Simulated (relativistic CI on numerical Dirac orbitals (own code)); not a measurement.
## Hyperfine structure of Hg54+, mass number 201

Computed by Dirac-Coulomb-Breit CI, separate exchange-only KLI orbitals for each configuration, model QED (radiative potential, 1s self-energy scaled to tabulated hydrogen-like ionisation energies), unscaled Slater integrals (own radial code, finite nucleus).

Configurations in the expansion (outside the closed core [Ne]): 3s2 3p6 3d8, 3s2 3p5 3d9, 3s2 3p4 3d10, 3s 3p6 3d9, 3p6 3d10, 3s 3p5 3d10, 3s2 3p6 3d7 4s, 3s2 3p6 3d7 4p, 3s2 3p4 3d9 4s, 3s2 3p6 3d7 4d, 3s2 3p4 3d9 4p, 3s2 3p5 3d8 4s, 3s2 3p6 3d7 4f, 3s2 3p4 3d9 4d, 3s 3p5 3d9 4s, 3s2 3p5 3d8 4p. Levels of other configurations are missing.

Nuclear spin I = 3/2, μ = -0.558 μN, Q = 0.387 b (tables of Stone and Pyykkö). The electronic factors are computed for point nuclear moments, without core polarisation or the Bohr-Weisskopf and QED corrections.

```tsv
Level	E (Ry)	A (MHz)	B (MHz)
3s2 3p6 3d8 3F_4	0.0000	-18850	-29100
3s2 3p6 3d8 3F_3	7.0429	-27820	-13800
3s2 3p6 3d8 3P_2	7.8244	-21790	11200
3s2 3p6 3d8 1G_4	8.2473	-30530	-79000
3s2 3p6 3d8 3P_1	8.2658	3738	-14900
3s2 3p6 3d8 3F_2	14.6655	-48870	2070
3s2 3p5 3d9 3F°_4	36.6993	-47190	-238000
3s2 3p5 3d9 1D°_2	37.5017	-26720	130000
```

Levels with J = 0, under 50 % of one LS term, or S terms without an open s electron are left out. Small factors come from cancelling terms and can be off by tens of per cent or more.

At this charge energies of transitions that change n are usually good to better than 1 %, and those within a shell (Δn = 0) to a few per cent.

(1) Give the hyperfine levels of 3s2 3p6 3d8 3F_4 relative to its centre of gravity.

## Answers

(1) With K = F(F + 1) − I(I + 1) − J(J + 1), E = AK/2 + B[¾K(K + 1) − I(I + 1)J(J + 1)]/[2I(2I − 1)J(2J − 1)]: F = 5/2: 127100, F = 7/2: 81100, F = 9/2: 3307, F = 11/2: -120300 MHz.

LS names give the leading component of a level, which can be under half, so a name can repeat, a term be missing and a line seem to break the LS rules.
